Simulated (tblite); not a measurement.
Run record: tight-binding relaxation, `CO[Si@H](CCl)CC[SiH3]`.

Computed with GFN2-xTB geometry optimisation, gas phase (tblite 0.8.0). Start geometry: from a force field or distance geometry. The command runs a driver script over a list of jobs; the input below is this job's line of settings and its coordinates in Å.

Command:
```bash
OMP_NUM_THREADS=1 python probes_run.py task.json out
```

Input:
```
{"job": {"kind": "relax", "xc": "GFN2-xTB", "basis": "xTB"}, "charge": 0, "multiplicity": 1}
C     -2.388800     0.300400     1.534700
O     -2.639000     0.350000     0.152300
Si    -1.157600     0.215100    -0.708200
C     -1.249900    -1.222800    -1.861000
Cl    -1.194500    -2.764700    -0.943100
C      0.313200     0.123900     0.409700
C      1.528200     0.460700    -0.467600
Si     3.136900     0.428300     0.457700
H     -1.454300    -0.262400     1.732700
H     -2.301200     1.318900     1.994100
H     -3.252700    -0.175100     2.045900
H     -0.979100     1.431800    -1.528700
H     -0.417200    -1.211800    -2.581800
H     -2.222100    -1.205300    -2.381500
H      0.258400     0.822800     1.279300
H      0.417800    -0.930400     0.805300
H      1.569400    -0.365200    -1.206500
H      1.290400     1.410400    -0.962500
H      2.881700     0.565700     1.920200
H      3.857500    -0.822900     0.246400
H      3.993900     1.549500     0.062000
```

Output:
```
step      E/eV     max force
  0    -741.85986    2.928
  1    -742.12466    1.037
  2    -742.19821    0.662
  3    -742.24673    0.624
  4    -742.30619    0.659
  5    -742.34325    0.534
  6    -742.38231    0.468
  7    -742.41021    0.396
  8    -742.43822    0.406
  9    -742.46366    0.451
... (152 lines left out)
162    -742.71564    0.019
163    -742.71576    0.031
164    -742.71589    0.037
165    -742.71600    0.029
166    -742.71606    0.013
167    -742.71610    0.013
168    -742.71614    0.017
169    -742.71617    0.018
170    -742.71620    0.012
171    -742.71622    0.010
```

«max force» is the largest atomic force in eV/Å.

Q: From which step on does the largest force stay under 0.1 eV/Å, and how much energy is left to gain from there?

A: From step 60 (0.070 eV/Å), 38.6 meV above the end.

Main results: energy lowered by 19.7 kcal/mol over 171 steps; largest atomic force 0.010 eV/Å at the end.

Q: How long does this job take on Arm Neoverse N1, one thread (shared host)?

A: About 2.9 s.
Labels such as C1 count atoms from 1, the log's own numbers from 0.
